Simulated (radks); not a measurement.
Trend from Zr4+ to Cd4+: ionisation energy by Delta-SCF between NIST ground configurations, and size. Calculated with a radial shooting solver on a logarithmic mesh with Libxc functionals: scalar-relativistic Kohn-Sham, LDA (Slater exchange, Perdew-Wang correlation), spin-polarised, spherical densities, point nucleus; open shells are filled with parallel spins first (spin-orbit coupling, left out, can overturn this in heavy ions).

[
 {"species": "Zr4+", "configuration": "[Kr]", "configuration of the ion": "[Ar] 3d10 4s2 4p5", "IE (eV)": "80.824", "NIST (eV)": "80.35", "kind": "semi-emp.", "-e(HOMO) (eV)": "72.933 (4p)", "outermost": "4p", "<r> outermost (bohr)": "1.31", "r at 0.001 e/bohr^3 (bohr)": "2.89"},
 {"species": "Nb4+", "configuration": "[Kr] 4d1", "configuration of the ion": "[Kr]", "IE (eV)": "50.672", "NIST (eV)": "50.573", "kind": "exp.", "-e(HOMO) (eV)": "43.990 (4d)", "outermost": "4d", "<r> outermost (bohr)": "1.60", "r at 0.001 e/bohr^3 (bohr)": "2.99"},
 {"species": "Mo4+", "configuration": "[Kr] 4d2", "configuration of the ion": "[Kr] 4d1", "IE (eV)": "54.244", "NIST (eV)": "54.42", "kind": "semi-emp.", "-e(HOMO) (eV)": "47.223 (4d)", "outermost": "4d", "<r> outermost (bohr)": "1.52", "r at 0.001 e/bohr^3 (bohr)": "3.03"},
 {"species": "Tc4+", "configuration": "[Kr] 4d3", "configuration of the ion": "[Kr] 4d2", "IE (eV)": "57.683", "NIST (eV)": "57", "kind": "theory", "-e(HOMO) (eV)": "50.343 (4d)", "outermost": "4d", "<r> outermost (bohr)": "1.44", "r at 0.001 e/bohr^3 (bohr)": "3.02"},
 {"species": "Ru4+", "configuration": "[Kr] 4d4", "configuration of the ion": "[Kr] 4d3", "IE (eV)": "61.029", "NIST (eV)": "59", "kind": "theory", "-e(HOMO) (eV)": "53.383 (4d)", "outermost": "4d", "<r> outermost (bohr)": "1.37", "r at 0.001 e/bohr^3 (bohr)": "2.99"},
 {"species": "Rh4+", "configuration": "[Kr] 4d5", "configuration of the ion": "[Kr] 4d4", "IE (eV)": "64.305", "NIST (eV)": "63", "kind": "theory", "-e(HOMO) (eV)": "56.361 (4d)", "outermost": "4d", "<r> outermost (bohr)": "1.30", "r at 0.001 e/bohr^3 (bohr)": "2.96"},
 {"species": "Pd4+", "configuration": "[Kr] 4d6", "configuration of the ion": "[Kr] 4d5", "IE (eV)": "63.504", "NIST (eV)": "61", "kind": "theory", "-e(HOMO) (eV)": "55.608 (4d)", "outermost": "4d", "<r> outermost (bohr)": "1.26", "r at 0.001 e/bohr^3 (bohr)": "2.93"},
 {"species": "Ag4+", "configuration": "[Kr] 4d7", "configuration of the ion": "[Kr] 4d6", "IE (eV)": "67.013", "NIST (eV)": "65", "kind": "theory", "-e(HOMO) (eV)": "58.790 (4d)", "outermost": "4d", "<r> outermost (bohr)": "1.20", "r at 0.001 e/bohr^3 (bohr)": "2.89"},
 {"species": "Cd4+", "configuration": "[Kr] 4d8", "configuration of the ion": "[Kr] 4d7", "IE (eV)": "70.420", "NIST (eV)": "68", "kind": "theory", "-e(HOMO) (eV)": "61.887 (4d)", "outermost": "4d", "<r> outermost (bohr)": "1.16", "r at 0.001 e/bohr^3 (bohr)": "2.85"}
]

Reference values: NIST Atomic Spectra Database (exp. = measured, semi-emp. = semi-empirical, theory = theoretical value adopted there). Open shells are spherical and high-spin; term and fine-structure splittings are not resolved.
